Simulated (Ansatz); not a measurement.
One change: `N#[C][Ga]([F])[F]` becomes `N#CB(F)F`.

Ansatz, PBE0-D4/def2-TZVP geometries, multiplicity 1. 

Scalar relativity is left out up to krypton.

```tsv
property	`N#[C][Ga]([F])[F]`
HOMO–LUMO gap (PBE/def2-TZVPP) / eV	5.88
ideal-gas entropy at 298 K and 1 bar (rigid rotor, harmonic PBE0-D4/def2-TZVP) / J/(mol·K)	329
HOMO–LUMO gap (PBE0/def2-TZVPP) / eV	8.35
zero-point energy (PBE0-D4/def2-TZVP) / kJ/mol	31.8
LUMO energy (PBE0/def2-TZVPP) / eV	-2.49
size of the dipole moment (ωB97M-V/def2-TZVPP) / D	0.94
```

(1) What does the change do to each property? (Estimate.)

## Answers

(1) The calculation gave: 
```
                                                                                  property  `N#CB(F)F`  shift
                                                       HOMO–LUMO gap (PBE/def2-TZVPP) / eV        5.97   0.09
ideal-gas entropy at 298 K and 1 bar (rigid rotor, harmonic PBE0-D4/def2-TZVP) / J/(mol·K)         290    -39
                                                      HOMO–LUMO gap (PBE0/def2-TZVPP) / eV        8.41   0.06
                                            zero-point energy (PBE0-D4/def2-TZVP) / kJ/mol        47.6   15.8
                                                        LUMO energy (PBE0/def2-TZVPP) / eV       -2.32   0.17
                                        size of the dipole moment (ωB97M-V/def2-TZVPP) / D        1.88   0.94
```

With PBE0 the HOMO rises by 0.11 eV and the LUMO rises by 0.17 eV, so the gap widens by about 0.06 eV. PBE moves the HOMO by -0.04 eV and ωB97M-V by 0.11 eV. Dipoles are sizes alone; their direction can turn.
